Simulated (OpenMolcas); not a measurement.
A calculation on F IV.

* Program: OpenMolcas 26.06
* Method: RASSCF
* Basis: ANO-RCC-VQZP [5s4p3d2f1g]
* Scalar Hamiltonian: DKH2, point nucleus
* Active space: 4 electrons in 9 orbitals (RAS2 2s 2p; RAS3 3d, at most 2 electrons)
* State averaging: 2S+1 = 3 even, 3 roots; 2S+1 = 1 even, 6 roots; 2S+1 = 5 odd, 1 root; 2S+1 = 3 odd, 9 roots; 2S+1 = 1 odd, 8 roots
* Spin-orbit coupling: state interaction with AMFI integrals over the reference wave functions, term energies averaged over their components

Task: Which level of the active space comes out lowest?

Result: 2s2 2p2 3P0, with 100 % of that term; it is also the measured ground level.

Task: How high does 2s2 2p2 3P2 lie?

Result: 627 cm-1 above the lowest level; measured 613 cm-1 above the ground level, so the calculation is off by +2 %.

Task: How high does 2s 2p3 3P* 0 lie?

Result: 179942 cm-1 above the lowest level.

Task: How high does 2s2 2p2 3P1 lie?

Result: 214 cm-1 above the lowest level; measured 225 cm-1 above the ground level, so the calculation is off by -5 %.

Measured values: Moore, Atomic Energy Levels, vol. I, NSRDS-NBS 35 (1971 reprint of NBS Circular 467, 1949).

Active for correlation alone: 3d; no level in the range computed is led by a configuration that fills it, so any true level of that kind is missing. Computed and measured levels are paired by configuration, term and J; levels that our copy of the source lacks, or whose pairing is in doubt (as where it misses far off the trend of its configuration), stay unpaired and out of the deviations. Levels of configurations outside the active space are missing.

* marks odd parity.
